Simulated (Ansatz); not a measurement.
Start from `C=CO[Si](F)(F)F` and change one atom or group to get `O[SiH](O)O[Si](F)(F)F`.

Ansatz, PBE0-D4/def2-TZVP geometries, multiplicity 1. Each molecule was computed in one conformer, which needn't be the lowest.

```tsv
property	`C=CO[Si](F)(F)F`
HOMO–LUMO gap (B3LYP/def2-TZVPP) / eV	7.20
HOMO–LUMO gap (PBE0/def2-TZVPP) / eV	7.69
HOMO energy (ωB97M-V/def2-TZVPP) / eV	-10.00
size of the dipole moment (B3LYP/def2-TZVPP) / D	1.77
LUMO energy (ωB97M-V/def2-TZVPP) / eV	2.10
LUMO energy (PBE0/def2-TZVPP) / eV	-0.03
```

Q: What does the change do to each property? (Estimate.)

A: Computed: 
```json
{"property": "HOMO–LUMO gap (B3LYP/def2-TZVPP) / eV", "`O[SiH](O)O[Si](F)(F)F`": "9.38", "shift": "2.18"}
{"property": "HOMO–LUMO gap (PBE0/def2-TZVPP) / eV", "`O[SiH](O)O[Si](F)(F)F`": "10.04", "shift": "2.35"}
{"property": "HOMO energy (ωB97M-V/def2-TZVPP) / eV", "`O[SiH](O)O[Si](F)(F)F`": "-12.16", "shift": "-2.16"}
{"property": "size of the dipole moment (B3LYP/def2-TZVPP) / D", "`O[SiH](O)O[Si](F)(F)F`": "2.85", "shift": "1.08"}
{"property": "LUMO energy (ωB97M-V/def2-TZVPP) / eV", "`O[SiH](O)O[Si](F)(F)F`": "1.78", "shift": "-0.32"}
{"property": "LUMO energy (PBE0/def2-TZVPP) / eV", "`O[SiH](O)O[Si](F)(F)F`": "0.34", "shift": "0.37"}
```

With PBE0 the HOMO falls by 1.99 eV and the LUMO rises by 0.37 eV, so the gap widens by about 2.36 eV. PBE moves the HOMO by -1.45 eV and ωB97M-V by -2.16 eV. Dipoles are sizes alone; their direction can turn.

B3LYP here is the variant with VWN-RPA as its local correlation; programs differ in this.
